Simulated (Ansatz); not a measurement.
Cost and result up the ladder for Al(phosphinine)H3 (C5H8AlP) (15 atoms). Total charge 0; singlet. Geometry: PBE-D4/def2-SVP.

Cartesian coordinates in Å:
```
Al -1.8977 1.1320 2.3857
P -0.4316 0.2328 0.5623
C -0.9077 -0.2815 -1.0261
C 0.0071 -0.7338 -1.9847
C 1.3930 -0.8158 -1.7615
C 2.0004 -0.4523 -0.5465
C 1.2928 0.0297 0.5613
H -1.9822 -0.2475 -1.2674
H -0.3809 -1.0439 -2.9690
H 2.0335 -1.1848 -2.5769
H 3.0950 -0.5532 -0.4611
H 1.8340 0.2920 1.4844
H -1.0293 0.5768 3.6252
H -3.2325 0.3462 1.9378
H -1.7940 2.7033 2.0364
```

Ansatz on 4 threads of Intel Xeon on a shared host. Times are rough, and most runs start from the orbitals of an earlier one. ωB97M-V/def2-TZVP serves as the yardstick here, not as an exact answer. Differences are given only for rows in sets of like size (and for xTB, whose basis is part of the method), since another set adds its own error. Binding counts from free atoms at the same level (Al doublet, P quartet, C triplet, H doublet; other spins of the atoms weren't run), without zero-point energy or a counterpoise term.

LC-ωPBE has ω = 0.4 bohr⁻¹. B3LYP takes the VWN-RPA correlation. Correlated methods freeze 15 core orbitals. The rows differ in basis, and correlated rows in double-zeta sets carry the largest basis error.

Correlated methods converge slowly with the basis, most of all in double-zeta sets.

```
                            level  functions  wall time  binding energy per atom (eV)  difference from ωB97M-V/def2-TZVP (eV)                  remarks
                  PBE-D4/def2-SVP        146      3.4 s                          4.27                                       –                        –
                 PBE0-D4/def2-SVP        146      4.7 s                          4.19                                       –                        –
                 PBE-D4/def2-TZVP        277      7.5 s                          4.23                                    0.11                        –
                LC-ωPBE/def2-TZVP        277       11 s                          4.09                                   -0.04                        –
               B3LYP-D4/def2-TZVP        277       12 s                          4.13                                    0.01                        –
                PBE0-D4/def2-TZVP        277       13 s                          4.15                                    0.03                        –
                    MP2/def2-TZVP        277       16 s                          4.04                                   -0.08  restricted SCF unstable
r2SCAN-D4/def2-TZVP (with forces)        277       17 s                          4.14                                    0.02                        –
                ωB97M-V/def2-TZVP        277       27 s                          4.12                                    0.00                        –
                 CCSD(T)/def2-SVP        146       35 s                          3.92                                       –  restricted SCF unstable
```
